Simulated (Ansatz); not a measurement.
The lowest singlet and triplet of C3H4 (SMILES [CH]C=C); geometries from B3LYP-D3(BJ)/def2-TZVP, each state relaxed from the structure named, with no frequency check, low spin by broken symmetry.
Singlet (charge 0, multiplicity 1):
```xyz
7

C     -1.2037     0.3194    -0.3605
C     -0.1034    -0.3733     0.0457
C      1.1399     0.1713     0.3074
H     -2.0659    -0.0275    -0.9171
H     -0.2219    -1.4519     0.1925
H      1.9723    -0.4541     0.5965
H      1.3185     1.2291     0.1721
```

A positive gap puts the triplet lower; no zero-point energy. R- takes a restricted singlet, here one determinant of a half-filled degenerate or near-degenerate pair, which mixes singlet states. U- takes an unrestricted singlet (broken symmetry where lower, unprojected). The triplet is unrestricted in single-reference levels. Active spaces average the two states.

Cores are frozen in the correlated methods.

The values were computed with Ansatz (a program for electronic structure). 

```tsv
level	gap E(singlet) − E(triplet), vertical, at the singlet's geometry (kJ/mol)
U-B3LYP/def2-TZVPP (spin-contaminated)	18.5
R-BHLYP/def2-TZVPP	91.7
U-BHLYP/def2-TZVPP (spin-contaminated)	23.7
U-B2PLYP/def2-TZVPP (spin-contaminated)	22.1
R-SCS-MP2/cc-pVDZ	60.8
R-SCS-MP2/cc-pVTZ	40.0
FIC-NEVPT4(SD) on SA-CASSCF(4,4)/cc-pVDZ	58.1
FIC-MRCISD+Q on SA-CASSCF(4,4)/cc-pVDZ	58.2
FIC-MRCISD+Q on SA-CASSCF(4,4)/cc-pVTZ	[?]
```

Problem. Some entries are withheld; supply them.

Solution. 
- FIC-MRCISD+Q on SA-CASSCF(4,4)/cc-pVTZ, gap E(singlet) − E(triplet), vertical, at the singlet's geometry (kJ/mol): 50.2

Doubts at one or more of the structures used: a restricted determinant that unrestricted orbitals would lower (R-BHLYP/def2-TZVPP, R-SCS-MP2/cc-pVDZ, R-SCS-MP2/cc-pVTZ); a spin-contaminated determinant (R-SCS-MP2/cc-pVDZ, R-SCS-MP2/cc-pVTZ).
